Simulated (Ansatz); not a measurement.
This geometry of AlH5N2Si (9 atoms, charge 0, multiplicity 1) is a first-order saddle point.

The calculation used RKS PBE0-D4/def2-SVP in Ansatz 0.2.0.

```xyz
9
Properties=species:S:1:pos:R:3
N -0.433 1.714 -0.005
Si 0.596 0.307 -0.040
N -0.191 -1.153 0.564
Al 0.054 -1.650 -1.142
H -0.052 2.593 -0.342
H -0.961 1.878 0.848
H 1.938 0.601 0.577
H -0.540 -1.385 1.490
H -0.323 -2.952 -1.966
```

Task: Which two structures does it join? (They come from a converged band through this point; their orientation in space is the band's.)

Result: No bond is made or broken. The dihedral H6–N1–Si2–Al4 goes from -171 to -4°. The two ends are copies of one structure, up to a mirror image or an exchange of like atoms.

First end point:

```xyz
9
Properties=species:S:1:pos:R:3
N -0.253 1.759 0.236
Si 0.556 0.240 0.215
N -0.404 -1.239 0.366
Al 0.312 -1.540 -1.250
H -0.916 2.056 -0.468
H 0.027 2.512 0.852
H 1.630 0.423 1.245
H -1.008 -1.563 1.119
H 0.144 -2.694 -2.331
```

Last end point:

```xyz
9
Properties=species:S:1:pos:R:3
N -0.276 1.751 0.257
Si 0.557 0.244 0.210
N -0.389 -1.242 0.369
Al 0.311 -1.536 -1.258
H 0.045 2.520 0.831
H -0.953 2.040 -0.437
H 1.649 0.439 1.218
H -0.984 -1.570 1.127
H 0.128 -2.691 -2.334
```

Task: How far does it lie above each of them?

Result: 5.3 kcal/mol above the first and 5.3 kcal/mol above the second. This is the barrier of this one path; another mechanism may lie lower.

Time of the run: 5.7 min on 1 thread of Arm Neoverse V1, on a shared host, peak memory 0.17 GiB.
